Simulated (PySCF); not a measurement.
C3H8As, SMILES C[C](C)[AsH2], multiplicity 2. Geometry: PBE-D3(BJ)/def2-SVP. The isomer is the one that the SMILES or the coordinates give; other isomers of the formula were not compared.

Computed with PySCF with PBE-D3(BJ)/def2-SVP.

Harmonic wavenumbers (cm⁻¹): 98, 103, 121, 237, 250, 291, 508, 687, 737, 900, 918, 925, 934, 974, 1159, 1229, 1324, 1335, 1385, 1390, 1397, 1411, 2078, 2105, 2887, 2892, 2966, 2968, 3043, 3043. Rotational constants (GHz): 7.786, 2.741, 2.121; symmetry number 1.

### Question
Work out the zero-point energy and the ideal-gas rigid-rotor harmonic-oscillator thermochemistry at 298.15 K and 1 atm.

### Answer
ZPE = ½ Σ hcν = ½ × 40295 cm⁻¹ = 57.61 kcal/mol. H − E(el) = 62.70 kcal/mol. Entropy in cal/(mol K): translation 40.24, rotation 26.36, vibration 17.06, spin 1.38, total 85.04. G − E(el) = 37.35 kcal/mol. Cp = 25.30 cal/(mol K). Modes under 150 cm⁻¹ make the vibrational entropy uncertain.
